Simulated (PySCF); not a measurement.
Breaking a bond: CuCl, singlet.

Methods: UHF/def2-SVP (PySCF); RKS-LDA (SVWN5) = restricted LDA (SVWN5)/def2-SVP run with PySCF; RKS-r2SCAN = restricted r2SCAN/def2-SVP (PySCF 2.14.0).

Magnitude of the dipole moment (D; its direction can reverse along the curve, and a method can change to another solution) and Mulliken charge of the fragment that holds Cu1:

```csv
R / Å,μ UHF,q UHF,μ RKS-LDA (SVWN5),q RKS-LDA (SVWN5),μ RKS-r2SCAN,q RKS-r2SCAN
1.67,4.94,0.46,3.26,0.26,3.75,0.33
1.77,5.32,0.46,3.54,0.22,4.08,0.31
1.88,5.75,0.47,3.85,0.22,4.44,0.31
1.93,5.95,0.49,4.00,0.22,4.60,0.32
2.03,6.36,0.51,4.28,0.25,4.94,0.34
2.08,6.56,0.53,4.42,0.26,5.11,0.36
2.11,6.69,0.53,4.51,0.27,5.21,0.36
2.22,7.15,0.56,4.81,0.30,5.58,0.39
2.30,7.49,0.58,5.03,0.32,5.84,0.41
2.41,7.97,0.60,5.31,0.34,6.19,0.43
2.59,8.76,0.63,5.72,0.36,6.71,0.45
2.82,9.78,0.67,6.17,0.38,7.30,0.47
3.15,11.26,0.70,6.69,0.39,7.98,0.48
3.44,5.27,0.27,7.04,0.38,8.44,0.47
3.71,2.29,0.10,—,—,8.77,0.46
4.15,0.75,0.03,—,—,—,—
4.59,0.27,0.01,—,—,—,—
5.11,0.09,0.00,—,—,—,—
5.60,0.04,0.00,—,—,—,—
6.28,0.01,0.00,—,—,—,—
7.23,0.00,0.00,—,—,—,—
8.39,0.00,0.00,—,—,—,—
```

Dashes: no converged value, or the column stops at the first point that the program doubted or that broke a chosen test of continuity, which isn't proof of a fault.

The unrestricted determinant behind UHF is spin-contaminated at 3.44 to 8.39 Å (<S²> up to 1.0, against 0.00 for a pure singlet). The restricted form behind RKS-LDA (SVWN5), RKS-r2SCAN keeps the bonding electrons paired and can't separate into open-shell fragments.
